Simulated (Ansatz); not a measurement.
`[OH][Sn]([OH])([F])[Br]` + `[CH3][In]([OH])[Br]` → `[OH][Sn]([OH])([OH])[F]` + `[CH3][In]([Br])[Br]`  (redistribution)

Gas-phase electronic energies from Ansatz, PBE0-D4/def2-TZVP geometries. CCSD(T)/CBS adds triple-zeta CCSD(T) − MP2 to the extrapolated MP2 energy (def2 sets, frozen cores). DFT in def2-TZVPP. B3LYP here is the variant with VWN-RPA as its local correlation; programs differ in this. HSE06 is defined as in plane-wave codes. Elements past krypton have def2 core potentials. For Br, In, Sn outer-core shells are correlated without core-valence functions, which leaves a few kJ/mol of doubt a bond. Scalar relativity is left out up to krypton. Each species was taken in one conformer, which may not be the lowest.

```csv
level,ΔE (kJ/mol),difference from CCSD(T)/CBS
LDA (SPW92),-22.0,5.2
PBE-D4,-22.0,5.2
revPBE-D4,-21.9,5.3
BLYP-D4,-21.2,6.0
r2SCAN-D4,-26.1,1.1
B97M-V,-27.0,0.2
B3LYP-D4,-26.3,0.9
r2SCANh-D4,-28.0,-0.8
HSE06-D4,-28.4,-1.2
BHLYP-D4,-32.7,-5.5
CAM-B3LYP-D4,-27.8,-0.6
ωB97M-V,-28.5,-1.3
B2PLYP,-28.2,-1.0
PBE-QIDH,-31.8,-4.6
PBE,-22.3,4.9
revPBE,-22.6,4.6
r2SCAN,-26.1,1.1
PBE0,-28.4,-1.2
B3LYP,-26.9,0.3
r2SCANh,-28.1,-0.9
r2SCAN0,-30.7,-3.5
HSE06,-28.6,-1.4
BHLYP,-33.2,-6.0
CAM-B3LYP,-28.1,-0.9
LC-ωPBE,-28.3,-1.1
RPA@PBE/def2-TZVPP,-29.1,-1.9
HF/def2-SVP,-40.0,-12.8
MP2/def2-SVP,-30.9,-3.7
CCSD/def2-SVP,-31.6,-4.4
CCSD(T)/def2-SVP,-29.9,-2.7
HF/def2-TZVPP,-42.1,-14.9
MP2/def2-TZVPP,-30.6,-3.4
SCS-MP2/def2-TZVPP,-31.2,-4.0
CCSD/def2-TZVPP,-33.1,-5.9
CCSD(T)/def2-TZVPP,-31.3,-4.1
HF/def2-QZVPP,-41.1,-13.9
MP2/def2-QZVPP,-27.9,-0.7
SCS-MP2/def2-QZVPP,-28.7,-1.5
MP2/CBS(def2),-26.6,0.6
CCSD/CBS(def2),-29.0,-1.8
CCSD(T)/CBS,-27.2,0
```

Largest T1 diagnostic among the species: 0.015.

From r2SCAN to r2SCAN0 (25 % exact exchange), in def2-TZVPP and without D4, ΔE moves by −4.6 kJ/mol. In def2-TZVPP, CCSD(T) changes the Hartree–Fock value by +10.9 kJ/mol (the triples alone add +1.8 kJ/mol) and MP2 by +11.5 kJ/mol. Leaving LDA and LC-ωPBE aside and taking each functional with its dispersion term where it has one, the values spread over 11.5 kJ/mol, from BHLYP-D4 to BLYP-D4.
